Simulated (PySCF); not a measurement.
C4H9NSi, SMILES C=C=C[Si@@H](C)N.

Coordinates come from a PBE-D3(BJ)/def2-SVP optimisation. The structure was generated by enumeration; whether it is a known compound was not checked. The values are those of a single conformer.

Level of theory: PBE-D3(BJ)/def2-SVP (PySCF).

Frequencies are harmonic and unscaled.

```tsv
mode	ν (cm⁻¹)	IR (km/mol)	moving atoms (share of kinetic energy)
1	38	0.2	C 52 %, H 27 %, N 14 %
2	114	0.5	C 53 %, H 30 %, Si 13 %
3	151	1.7	H 88 %, C 9 %
4	167	3.5	H 53 %, C 26 %, N 11 %, Si 9 %
5	182	2.3	H 54 %, C 30 %, N 9 %
6	262	27.6	H 67 %, N 23 %, C 9 %
7	275	1.4	Si 35 %, H 27 %, C 22 %, N 16 %
8	344	10.3	H 52 %, C 46 %
9	444	144.5	H 75 %, N 16 %, C 9 %
10	453	14.0	C 75 %, H 12 %, Si 11 %
11	474	41.1	H 56 %, C 38 %
12	615	9.9	H 61 %, C 34 %
13	686	47.8	H 42 %, C 30 %, Si 24 %
14	701	10.2	H 66 %, C 24 %
15	748	25.0	H 43 %, C 29 %, Si 15 %, N 13 %
16	775	50.9	H 74 %, C 26 %
17	791	2.1	H 55 %, N 22 %, C 14 %, Si 9 %
18	822	32.8	H 70 %, N 11 %, C 10 %, Si 9 %
19	847	37.8	H 87 %, C 11 %
20	879	239.4	H 56 %, Si 25 %, N 12 %
21	889	169.5	H 72 %, Si 17 %
22	945	0.4	H 60 %, C 40 %
23	1033	4.8	H 71 %, C 29 %
24	1206	38.2	C 51 %, H 48 %
25	1213	23.4	H 78 %, C 22 %
26	1381	2.3	H 72 %, C 28 %
27	1382	2.8	H 95 %
28	1383	3.2	H 86 %, C 14 %
29	1496	36.5	H 90 %, N 10 %
30	2001	198.1	C 98 %
31	2107	148.6	H 97 %
32	2974	3.9	H 97 %
33	3049	0.7	H 92 %, C 8 %
34	3063	0.0	H 95 %
35	3071	5.4	H 91 %, C 9 %
36	3083	3.6	H 91 %, C 9 %
37	3148	0.0	H 89 %, C 11 %
38	3469	12.4	H 96 %
39	3562	12.2	H 92 %, N 8 %
```
